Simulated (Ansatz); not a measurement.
One change: `ClC(Cl)=CBr` becomes `OC=C(Cl)Cl`.

Ansatz, PBE0-D4/def2-TZVP geometries, multiplicity 1. Each molecule was computed in one conformer, which needn't be the lowest.

Scalar relativity is left out up to krypton.

| property | `ClC(Cl)=CBr` |
| --- | --- |
| ideal-gas entropy at 298 K and 1 bar (rigid rotor, harmonic PBE0-D4/def2-TZVP) / J/(mol·K) | 335 |
| HOMO energy (B3LYP/def2-TZVPP) / eV | -7.05 |
| HOMO energy (ωB97M-V/def2-TZVPP) / eV | -9.38 |
| HOMO–LUMO gap (ωB97M-V/def2-TZVPP) / eV | 10.63 |
| HOMO–LUMO gap (PBE/def2-TZVPP) / eV | 4.35 |
| size of the dipole moment (PBE/def2-TZVPP) / D | 0.65 |

Q: Give the same properties after the change, and the shifts. (An estimate is asked.)

A: Computed: 
```csv
property,`OC=C(Cl)Cl`,shift
"ideal-gas entropy at 298 K and 1 bar (rigid rotor, harmonic PBE0-D4/def2-TZVP) / J/(mol·K)",316,-19
HOMO energy (B3LYP/def2-TZVPP) / eV,-6.55,0.50
HOMO energy (ωB97M-V/def2-TZVPP) / eV,-8.92,0.46
HOMO–LUMO gap (ωB97M-V/def2-TZVPP) / eV,11.13,0.50
HOMO–LUMO gap (PBE/def2-TZVPP) / eV,4.65,0.30
size of the dipole moment (PBE/def2-TZVPP) / D,0.66,0.01
```

With PBE0 the HOMO rises by 0.52 eV and the LUMO rises by 0.94 eV, so the gap widens by about 0.42 eV. PBE moves the HOMO by 0.59 eV and ωB97M-V by 0.46 eV. The zero-point energy changes by 39.3 kJ/mol with +3 modes. Dipoles are sizes alone; their direction can turn.

B3LYP here is the variant with VWN-RPA as its local correlation; programs differ in this.

Spin–orbit coupling is left out; it splits and shifts lone-pair levels of the heavy atoms by tenths of an eV.
